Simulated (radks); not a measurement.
The numbers below are computed, except where a source is named.
Isoelectronic series with 18 electrons, each ion in its NIST ground configuration. Level of theory: scalar-relativistic Kohn-Sham, r2SCAN, spin-polarised, spherical densities, finite nucleus; meta-GGA in the generalised Kohn-Sham scheme; Fermi nuclear charge, rms radius of each element as measured or else 0.836 A^(1/3) + 0.57 fm (a radial shooting solver on a logarithmic mesh with Libxc functionals). Total energies (hartree) and orbital eigenvalues (eV):

ion    configuration  E (hartree)         3p         3s         2p         2s
Ar              [Ar]   -529.40910   -10.7112   -25.3981  -233.2438  -302.5793
Fe8+            [Ar]  -1252.19243  -221.7401  -259.0076  -890.1120  -1014.173
Se16+           [Ar]  -2301.18269  -634.3537  -698.0093  -1997.159  -2191.973
Mo24+           [Ar]  -3686.05801  -1246.873  -1344.143  -3555.470  -3849.508
Sn32+           [Ar]  -5420.63778  -2062.467  -2205.750  -5573.743  -6014.116
Ce40+           [Ar]   -7523.2840  -3086.028  -3295.089  -8064.119  -8724.481
Dy48+           [Ar]  -10017.8965  -4323.858  -4628.847  -11041.77  -12033.11
W56+            [Ar]  -12935.7129  -5783.674  -6229.491  -14524.93  -16011.23
